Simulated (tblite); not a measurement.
Species: C4H9FGeSi.
Numbering: `[CH3:1][C:2]1=[CH:3][CH2:4][Ge@H:5]([F:6])[SiH2:7]1` (hydrogens: H8, H9, H10 on C1; H11 on C3; H12, H13 on C4; H14 on Ge5; H15, H16 on Si7)

Computed with GFN2-xTB (tblite), gas phase: L-BFGS steps from a force-field or distance-geometry start until the largest atomic force falls under 0.01 eV/Å.

Step 32: E = -586.6630 eV
```
atom  x, y, z in Å  |  force x, y, z in eV/Å
C1      2.2559   -0.6958    0.3959   -0.021  -0.019  -0.016
C2      0.8666   -0.2555    0.0276    0.020  -0.024   0.043
C3     -0.1103   -1.1455   -0.1860    0.029   0.003  -0.086
C4     -1.5168   -0.7850   -0.5239   -0.003  -0.046   0.026
Ge5    -1.8609    1.0200    0.2954   -0.106  -0.065  -0.005
F6     -3.1007    1.7412   -0.7804    0.015   0.059  -0.001
Si7     0.4105    1.5740   -0.0206    0.085  -0.031  -0.013
H8      2.4067   -0.5865    1.4721    0.015   0.051  -0.073
H9      3.0120   -0.0978   -0.1120   -0.075  -0.018   0.022
H10     2.4081   -1.7440    0.1423    0.022   0.010   0.000
H11     0.1054   -2.2085   -0.1096    0.005   0.039   0.003
H12    -1.6367   -0.6590   -1.6064    0.052  -0.024   0.062
H13    -2.1933   -1.5872   -0.2297   -0.031   0.001   0.010
H14    -2.7340    0.9024    1.5537   -0.034   0.028   0.004
H15     1.1007    2.3484    1.0106   -0.018   0.015   0.035
H16     0.5792    2.1877   -1.3403    0.045   0.021  -0.009
```

Step 33: E = -586.6648 eV
```
atom  x, y, z in Å  |  force x, y, z in eV/Å
C1      2.2590   -0.6976    0.3917   -0.013  -0.028  -0.015
C2      0.8698   -0.2555    0.0283   -0.022  -0.062   0.034
C3     -0.1076   -1.1456   -0.1865    0.004   0.011  -0.085
C4     -1.5159   -0.7876   -0.5208   -0.008  -0.024   0.038
Ge5    -1.8640    1.0182    0.2982   -0.047  -0.048  -0.019
F6     -3.0888    1.7385   -0.7954    0.012   0.060   0.000
Si7     0.4141    1.5731   -0.0117    0.000  -0.043  -0.004
H8      2.4182   -0.5800    1.4657    0.014   0.047  -0.069
H9      3.0124   -0.1055   -0.1261   -0.056  -0.010   0.016
H10     2.4061   -1.7479    0.1438    0.024   0.012   0.006
H11     0.1046   -2.2095   -0.1089    0.028   0.052  -0.004
H12    -1.6450   -0.6596   -1.6020    0.079  -0.024   0.064
H13    -2.1898   -1.5911   -0.2251   -0.033  -0.007   0.020
H14    -2.7534    0.9131    1.5460   -0.037   0.017   0.007
H15     1.0999    2.3510    1.0182   -0.004   0.016   0.055
H16     0.5727    2.1949   -1.3266    0.058   0.032  -0.046
```

Q: Estimate the geometry and energy of step 34. (The exact step hangs on the optimiser's Hessian estimate; all steps are aligned on step 33, rigid shifts and turns removed.)

A: E = -586.6664 eV, largest force 0.100 eV/Å
```
atom  x, y, z in Å  |  force x, y, z in eV/Å
C1      2.2614   -0.6997    0.3875   -0.006  -0.028  -0.012
C2      0.8724   -0.2562    0.0297   -0.052  -0.067   0.012
C3     -0.1052   -1.1456   -0.1886   -0.022   0.009  -0.052
C4     -1.5153   -0.7903   -0.5169   -0.014  -0.005   0.042
Ge5    -1.8678    1.0158    0.3004    0.019  -0.017  -0.022
F6     -3.0780    1.7368   -0.8092    0.010   0.057   0.002
Si7     0.4174    1.5717   -0.0037   -0.071  -0.032   0.003
H8      2.4289   -0.5734    1.4584    0.012   0.038  -0.042
H9      3.0119   -0.1129   -0.1386   -0.030   0.006  -0.005
H10     2.4048   -1.7515    0.1452    0.025   0.000   0.009
H11     0.1046   -2.2094   -0.1085    0.048   0.040  -0.016
H12    -1.6506   -0.6604   -1.5966    0.087  -0.021   0.045
H13    -2.1873   -1.5946   -0.2203   -0.030  -0.019   0.028
H14    -2.7721    0.9231    1.5389   -0.038   0.007   0.006
H15     1.0995    2.3532    1.0261   -0.002   0.005   0.058
H16     0.5677    2.2022   -1.3150    0.066   0.029  -0.056
```

The energy changes by -0.0016 eV. The first-order estimate −F·Δx gives -0.0023 eV and the mean of the old and new forces, exact on a quadratic surface, -0.0017 eV. The step makes an angle of 78° with the force vector and moves no atom by more than 0.022 Å.

The cost below is that of the whole relaxation. Hardware: Arm Neoverse V1, one thread, shared host. Cost: 0.91 s wall.
